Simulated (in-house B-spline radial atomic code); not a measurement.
The numbers below are computed, except where a source is named.
# Correlation energy from the adiabatic connection: −V exp(−r²/w²), V = 3.12, w = 3.08

Two electrons in a singlet, external potential −V exp(−r²/w²), V = 3.12, w = 3.08 (atomic units). Full CI in B-splines (partial waves to l = 8, correlation up to 0.6 % small) with the density held fixed gives W(λ) = <V_ee>_λ − U, and E_c is the integral of W(λ) − W(0) from 0 to 1.

| λ | W(λ) − W(0) (hartree) |
| --- | --- |
| 0 | 0.00000 |
| 0.02 | -0.00195 |
| 0.05 | -0.00482 |
| 0.12 | -0.01125 |
| 0.25 | -0.02232 |
| 0.4 | -0.03384 |
| 0.6 | -0.04737 |
| 0.8 | -0.05916 |
| 1 | -0.06950 |

(1) Integrate the table by the trapezoid rule.

(2) Now use only three numbers: W(0) = -0.59974, the initial slope W'(0) = -0.09818 (extrapolated from the first points) and the strong-coupling limit of the point-charge-plus-continuum model, W∞ = -0.82676. What do second-order theory and the interpolation W(λ) = W∞ + (W(0) − W∞)/√(1 + 2χλ) of Seidl, Perdew and Levy give?

Answers

(1) The strips give -0.00002, -0.00010, -0.00056, -0.00218, -0.00421, -0.00812, -0.01065, -0.01287, which sum to -0.03872 hartree. The direct value, W(1) − W(0) + T_c with T_c = 0.03067, is -0.03883; the curve is convex, so chords lie above it and the trapezoids fall short in size by 0.28 %.

(2) Second order keeps the slope alone: E_c = W'(0)/2 = -0.04909, +26 % in size against -0.03883. Matching the slope fixes χ = W'(0)/(W∞ − W(0)) = -0.09818/(-0.22702) = 0.43247. Integrating, with s = √(1 + 2χ) = 1.365630, E_c = −(W(0) − W∞)(s − 1)/(s + 1) = −0.22702 × 0.365630/2.365630 = -0.03509 hartree, -9.6 % in size against the full result. At λ = 1 the formula gives W − W(0) = -0.06078 against -0.06950. Part of the miss can come from the model's W∞.
